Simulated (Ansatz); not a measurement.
`C=C(Cl)[SiH2]C`, charge 0, multiplicity 1.

Give a relaxed structure at PBE0-D4/def2-TZVP (Ansatz). (Best estimate.)

Ansatz gave: 
```xyz
12

C    -1.892   -0.800   -0.942
C    -1.207   -0.063   -0.078
Cl   -1.893    1.420    0.531
Si    0.502   -0.458    0.583
C     1.695    0.920    0.188
H    -2.880   -0.524   -1.295
H    -1.459   -1.721   -1.318
H     0.398   -0.649    2.054
H     0.916   -1.740   -0.051
H     1.793    1.052   -0.891
H     1.345    1.860    0.619
H     2.683    0.702    0.599
```
This is one stationary point; other conformers may exist.
